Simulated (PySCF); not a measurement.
This PySCF input asks for the NMR shieldings of `COCCP[SiH3]`, C3H11OPSi; the geometry comes from PBE0-D3(BJ)/def2-SVP.

```python
import basis_set_exchange as bse
import numpy as np
from pyscf import gto, dft
from pyscf.prop import nmr

atoms = """
C    -1.440979    1.535636    0.947086
O    -0.731858    0.622835    0.167166
C    -1.150756   -0.705444    0.302851
C    -0.218347   -1.576658   -0.507308
P     1.544021   -1.416555    0.119738
Si    2.074200    0.657924   -0.622541
H    -1.373593    1.293843    2.025357
H    -1.003554    2.529800    0.782095
H    -2.511817    1.568630    0.667188
H    -1.132519   -1.009322    1.370613
H    -2.195552   -0.822779   -0.051555
H    -0.296722   -1.316456   -1.574079
H    -0.513414   -2.631727   -0.392631
H     2.183453   -2.071502   -0.976411
H     1.353725    1.052343   -1.871553
H     3.542626    0.617535   -0.927382
H     1.871915    1.687260    0.437335
"""
names = dict.fromkeys(["C", "O", "P", "Si", "H"], "pcSseg-1")
basis = {el: gto.basis.parse(bse.get_basis(n, elements=[el], fmt="nwchem")) for el, n in names.items()}
mol = gto.M(atom=atoms, basis=basis, charge=0, verbose=0)
mf = dft.RKS(mol, xc="PBE0")
mf.grids.level = 2
mf.grids.alignment = dft.numint.BLKSIZE   # the property module wants whole blocks of grid points
mf.conv_tol = 1e-9
mf.kernel()

calc = nmr.RKS(mf)   # GIAO
C = mf.mo_coeff
Co = C[:, mf.mo_occ > 0]
resp = mf.gen_response(singlet=True, hermi=2)
def vind(x):   # induced exchange potential for any number of trial vectors
    d = np.einsum("pi,xij,qj->xpq", C, 2 * x.reshape(-1, C.shape[1], Co.shape[1]), Co, optimize=True)
    return np.einsum("xpq,pi,qj->xij", resp(d - d.transpose(0, 2, 1)), C, Co, optimize=True).ravel()
mo1, _ = nmr.rhf.solve_mo1(calc, with_cphf=vind)
sigma = calc.kernel(mo1)
for i, s in enumerate(sigma):   # ppm
    print("%2d %-2s %9.2f" % (i, mol.atom_pure_symbol(i), np.trace(s) / 3))
```

Question: Give the expected output.

Answer: 
```
 0 C     126.40
 1 O     300.87
 2 C     112.04
 3 C     161.30
 4 P     512.45
 5 Si    416.93
 6 H      28.32
 7 H      27.58
 8 H      28.16
 9 H      28.31
10 H      27.68
11 H      28.99
12 H      29.73
13 H      28.80
14 H      27.11
15 H      27.26
16 H      27.41
```

These numbers come from an equivalent density-fitted implementation of the same equations, which agrees with the script to about 0.01 ppm for H and up to a few tenths of a ppm for heavy atoms, so last digits may differ.

Size and cost of the density-fitted run: 171 basis functions, 34 s wall time on 1 thread of an Arm Neoverse V1, shared host; peak memory 0.97 GiB.
